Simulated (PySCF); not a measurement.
Isomers of C3H5NO3Si, one GFN2-xTB conformer each. Single-point energies are computed at PBE0/pcSseg-1 (PySCF, gas phase, no added dispersion term), electronic only.

Problem. Rank them by PBE0/pcSseg-1 energy, lowest first (kJ/mol).
A. `[N:1]#[C:2][SiH2:3][O:4][CH2:5][C:6](=[O:7])[OH:8]` with C2–Si3–O4–C5 55°, Si3–O4–C5–C6 -175°, O4–C5–C6–O7 -1°, C5–C6–O8–H 180°
B. `[N:1]#[C:2][C@@H:3]([O:4][SiH3:5])[C:6](=[O:7])[OH:8]` with C2–C3–O4–Si5 97°, C2–C3–C6–O7 -107°, C3–C6–O8–H -178°

Solution. A (0.0), B (69.5).

As drawn, the lower has an Si–C bond, which the higher lacks. GFN2-xTB itself gives, in the same order: 43.2, 0.0. GFN2-xTB puts N#C[C@@H](O[SiH3])C(=O)O lowest instead.

Problem. Which frontier levels, dipoles and rotational constants go with these structures?

Solution. 
| SMILES | HOMO (eV, PBE0/pcSseg-1) | LUMO (eV) | dipole (D) | A, B, C (MHz) |
| --- | --- | --- | --- | --- |
| N#C[SiH2]OCC(=O)O | -8.48 | -1.07 | 3.20 | 3741, 761.4, 683.2 |
| N#C[C@@H](O[SiH3])C(=O)O | -8.76 | -1.11 | 3.78 | 2290, 1520, 1049 |
